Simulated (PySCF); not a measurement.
# The halides of ruthenium, RuF₂ to RuBr₂

Level: PBE0 in the def2-TZVP basis family, computed in PySCF with density fitting; scalar-relativistic core potentials for atoms from Rb on, none lighter, no spin–orbit coupling; open shells unrestricted.

Each entry is the lowest minimum that a search over a few typed start shapes (and spin states, where more than one is plausible) found, or that minimum re-optimised at the stated level; isomers with ligand–ligand bonds, or fragments after loss of a ligand pair, can lie lower.

```json
{"molecule": "RuF₂", "2S+1": "5", "point group": "D∞h", "mean bond to Ru (Å)": "1.866", "highest ω (cm⁻¹)": "680", "polar-tensor charge of Ru": "1.39"}
{"molecule": "RuCl₂", "2S+1": "?", "point group": "?", "mean bond to Ru (Å)": "?", "highest ω (cm⁻¹)": "?", "polar-tensor charge of Ru": "?"}
{"molecule": "RuBr₂", "2S+1": "5", "point group": "D∞h", "mean bond to Ru (Å)": "2.373", "highest ω (cm⁻¹)": "325", "polar-tensor charge of Ru": "1.18"}
```

(1) Fill in the row of RuCl₂.

Results:

(1) 2S+1: 5; point group: D∞h; mean bond to Ru (Å): 2.230; highest ω (cm⁻¹): 427; polar-tensor charge of Ru: 1.24.

The bond lengthens at every step; the largest change, 0.364 Å, falls between RuF₂ and RuCl₂ among the members listed.

The shape of RuBr₂ rests on a mode under 45 cm⁻¹ and is not firmly settled.

Left out of the table are members whose search was unfinished or whose lowest solution was spin-contaminated, unstable, very soft or bonded differently.

Open d and f shells are single-determinant solutions and may miss the true ground state.
